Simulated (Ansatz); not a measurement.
```xyz
8

C     0.4688   -0.3706   -1.3068
C     0.1192   -0.3251   -0.0357
B    -0.3307   -0.2018    1.3127
Ga   -0.4121    1.8423   -0.0029
H     0.1280   -1.1589   -1.9768
H     1.1390    0.3638   -1.7641
H     0.2342   -0.6153    2.2799
H    -1.3464    0.4656    1.4937
```

Charge 0, multiplicity 1. The bonds changed during the relaxation, so this is another structure than the one it started from.

(1) List the B3LYP/def2-TZVPP orbital energies in eV (Ansatz 0.2.0). (An estimate is asked.)

## Answers

(1) Ansatz gave: Occupied: -10138.01, -1249.71, -1106.91, -1106.91, -1106.87, -277.48, -276.91, -182.72, -149.69, -102.98, -102.96, -102.84, -22.80, -22.78, -22.74, -22.69, -22.66, -21.09, -16.49, -13.44, -12.53, -10.94, -10.56, -8.48, -7.63, -6.14. Lowest empty: -1.80, -1.44, -0.74, 0.41, 0.70, 1.68, 2.49, 2.60.

B3LYP here is the variant with VWN-RPA as its local correlation; programs differ in this.
